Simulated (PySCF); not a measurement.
## Nuclear quadrupole coupling in `C=C(C)[SiH2][Si@H]([SiH3])Cl`

Compound: C3H11ClSi3.
SMILES with atom numbers: `[CH2:1]=[C:2]([CH3:3])[SiH2:4][Si@H:5]([SiH3:6])[Cl:7]` (hydrogens: H8, H9 on C1; H10, H11, H12 on C3; H13, H14 on Si4; H15 on Si5; H16, H17, H18 on Si6)

Cartesian coordinates in Å at the GFN2-xTB level; atoms count from 1:
```xyz
18
C3H11ClSi3 angstrom
C     -0.945    1.559    0.052
C     -1.490    0.350    0.031
C     -2.923    0.157   -0.352
Si    -0.524   -1.218    0.467
Si     1.678   -0.673    0.984
Si     3.042    0.241   -0.668
Cl     2.568   -2.409    1.643
H     -1.507    2.447   -0.201
H      0.085    1.722    0.325
H     -3.408    1.103   -0.588
H     -3.467   -0.322    0.461
H     -2.990   -0.498   -1.219
H     -0.610   -2.115   -0.700
H     -1.282   -1.910    1.525
H      1.730    0.172    2.192
H      2.248    1.139   -1.512
H      4.162    1.033   -0.149
H      3.625   -0.773   -1.550
```

Field gradients from the PBE0/pcSseg-1 density (PySCF, non-relativistic), principal values in atomic units, ordered |Vxx| ≤ |Vyy| ≤ |Vzz|:

```tsv
atom	Vxx	Vyy	Vzz
Cl7	-1.1098	-1.1985	2.3083
```

Find the asymmetry η = (Vxx − Vyy)/Vzz and the couplings χ = eQV/h (234.96 MHz × Q in barn × V in au), with Q(35Cl) = −0.0817 b.

```json
{"atom": "Cl7", "environment": "silicon-bound chlorine", "nucleus": "35Cl", "η": "0.04", "χzz (MHz)": "-44.31", "χxx (MHz)": "21.30", "χyy (MHz)": "23.01"}
```

The gradient is axial or nearly so (η below 0.05) at Cl7. 

What is Vzz at Cl7 in SI units (1 au = 9.71736 × 10²¹ V/m²)?

2.3083 au = 22.430 × 10²¹ V/m².

And the gradient at the other heavy atoms, for which no coupling is worked out here?

```tsv
atom	environment	Vzz (au)	η
C1	terminal =CH2 carbon	0.297	0.46
C2	fully substituted alkene carbon	0.357	0.50
C3	allylic carbon	0.070	0.38
Si4	SiH2 silicon	0.128	0.23
Si5	chlorine-bound silicon	0.801	0.09
Si6	SiH3 silicon	0.112	0.19
```

What couplings would deuterons (Q(2H) = 0.00286 b) have in place of the hydrogens, at this geometry?

```tsv
atom	bonded to	bond length (Å)	Vzz (au)	η	χzz (kHz)
H8	C1	1.081	0.3294	0.06	221
H9	C1	1.078	0.3365	0.07	226
H10	C3	1.089	0.3124	0.03	210
H11	C3	1.089	0.3115	0.03	209
H12	C3	1.089	0.3114	0.03	209
H13	Si4	1.475	0.1556	0.02	105
H14	Si4	1.474	0.1565	0.03	105
H15	Si5	1.475	0.1540	0.05	104
H16	Si6	1.466	0.1617	0.01	109
H17	Si6	1.466	0.1623	0.00	109
H18	Si6	1.464	0.1636	0.00	110
```

Geometry: GFN2-xTB, one conformer, isolated molecule. GFN2-xTB frequencies show an imaginary mode (23i cm⁻¹), so this geometry is no minimum at that level. GFN2-xTB bond lengths can be off by several hundredths of an ångström, more for odd bonds, and the gradients follow them. A larger basis could move these couplings by a tenth or more.
